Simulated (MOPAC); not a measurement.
Job for MOPAC: PM7 on ClHSn (SMILES [Cl][SnH]), a point of a bond scan (R = 3.234 Å).

```
PM7 1SCF PRECISE CHARGE=0 THREADS=1
ClHSn

Sn    -0.30483669 1    -0.30030482 1     0.41765924 1
H     -1.42233025 1    -0.94349575 1    -0.81898880 1
Cl     1.43002358 1     1.37241812 1    -1.73949623 1
```

Program output:

```
*******************************************************************************
 **                                                                           **
 **                              MOPAC v23.2.5                                **
 **                                                                           **
 *******************************************************************************
 ** MOPAC's Digital Object Identifier: https://doi.org/10.5281/zenodo.6511958 **
 **                                                                           **
 ** Please cite the open-source release paper for use of this MOPAC version:  **
 ** J. E. Moussa and J. J. P. Stewart (2026)                                  **
 ** MOPAC: An open-source semiempirical molecular orbital program             **
 ** J. Open Source Softw., 11(119), 8025, https://doi.org/10.21105/joss.08025 **
 *******************************************************************************

                              PM7 CALCULATION RESULTS

 *******************************************************************************
 *  PM7        - The PM7 Hamiltonian to be used
 *
 *
 *
 *                 CHARGE ON SYSTEM = 0
 *
 *
 *
 *  PRECISE    - TIGHTER CRITERIA TO BE USED
 *  1SCF       - DO 1 SCF AND THEN STOP
 *  THREADS=1  - MULTI-THREADING NOT USED
 *  T=         - A TIME OF 172800.0 SECONDS REQUESTED
 *  DUMP=N     - RESTART FILE WRITTEN EVERY 7200.0 SECONDS REQUESTED
 *******************************************************************************
PM7 1SCF PRECISE CHARGE=0 THREADS=1
 ClHSn

   ATOM   CHEMICAL          X               Y               Z
  NUMBER   SYMBOL      (ANGSTROMS)     (ANGSTROMS)     (ANGSTROMS)

     1      Sn         -0.30483669  *  -0.30030482  *   0.41765924  *
     2       H         -1.42233025  *  -0.94349575  *  -0.81898880  *
     3      Cl          1.43002358  *   1.37241812  *  -1.73949623  *



          CARTESIAN COORDINATES

    NO.       ATOM           X           Y           Z

     1        Sn         -0.3048     -0.3003      0.4177
     2         H         -1.4223     -0.9435     -0.8190
     3        Cl          1.4300      1.3724     -1.7395

 General Reference for PM7:
 "Optimization of Parameters for Semiempirical Methods VI: More Modifications to the
 NDDO Approximations and Re-optimization of Parameters", J. J. P. Stewart, J. Mol. Mod., 1:32, 19 (2013)
 https://link.springer.com/article/10.1007/s00894-012-1667-x

           Empirical Formula: H Sn Cl  =     3 atoms



      MOLECULAR POINT GROUP   :   Cs


      RHF CALCULATION, NO. OF DOUBLY OCCUPIED LEVELS = 6


 -------------------------------------------------------------------------------
 PM7 1SCF PRECISE CHARGE=0 THREADS=1
 ClHSn



     1SCF WAS SPECIFIED, SO BFGS WAS NOT USED
     SCF FIELD WAS ACHIEVED


                              PM7 CALCULATION
                                                       MOPAC v23.2.5 Linux




          FINAL HEAT OF FORMATION =         51.00486 KCAL/MOL =     213.40432 KJ/MOL


          COSMO AREA              =        113.47 SQUARE ANGSTROMS
          COSMO VOLUME            =        101.20 CUBIC ANGSTROMS

          IONIZATION POTENTIAL    =          8.854676 EV
          HOMO LUMO ENERGIES (EV) =         -8.855 -0.245
          NO. OF FILLED LEVELS    =          6
          MOLECULAR WEIGHT        =        155.1509         POINT GROUP:  Cs

          MOLECULAR DIMENSIONS (Angstroms)

            Atom       Atom       Distance
           Cl     3    H     2     3.78771
           Sn     1   Cl     3     1.52280
           Cl     3    H     2     0.00000


          SCF CALCULATIONS        =          1





   ATOM   CHEMICAL          X               Y               Z
  NUMBER   SYMBOL      (ANGSTROMS)     (ANGSTROMS)     (ANGSTROMS)

     1      Sn         -0.30483669  *  -0.30030482  *   0.41765924  *
     2       H         -1.42233025  *  -0.94349575  *  -0.81898880  *
     3      Cl          1.43002358  *   1.37241812  *  -1.73949623  *

                             CARTESIAN COORDINATES

   1   Sn       -0.304836690    -0.300304820     0.417659240
   2    H       -1.422330250    -0.943495750    -0.818988800
   3   Cl        1.430023580     1.372418120    -1.739496230


           Empirical Formula: H Sn Cl  =     3 atoms



      MOLECULAR POINT GROUP   :   Cs


                  EIGENVALUES
 -23.05945 -14.98931 -11.80740  -9.04454  -8.87175  -8.85468  -0.24483  -0.15611
   1.40959  78.06811  78.26480  78.30384  78.94297  78.94363


              NET ATOMIC CHARGES AND DIPOLE CONTRIBUTIONS

  ATOM NO.   TYPE          CHARGE      No. of ELECS.   s-Pop       p-Pop       d-Pop
    1         Sn           0.832392        3.1676     1.85424     1.31337
    2          H           0.029268        0.9707     0.97073
    3         Cl          -0.861660        7.8617     1.99865     5.86259     0.00042
 DIPOLE           X         Y         Z       TOTAL
 POINT-CHG.    -7.337    -7.013     8.754    13.404
 HYBRID        -0.050     0.505    -3.280     3.319
 SUM           -7.387    -6.509     5.474    11.265


          ATOMIC ORBITAL ELECTRON POPULATIONS

     Atom    s        px        py        pz      x^2-y^2     xz        z^2       yz        xy
    1 Sn   1.85424   0.38989   0.14061   0.78287
    2  H   0.97073
    3 Cl   1.99865   1.96034   1.96236   1.93989   0.00003   0.00008   0.00011   0.00007   0.00012

 **********************
 *                    *
 * JOB ENDED NORMALLY *
 *                    *
 **********************




 == MOPAC DONE ==
```

The run finished.

Cost: very roughly 0.04 core-seconds.
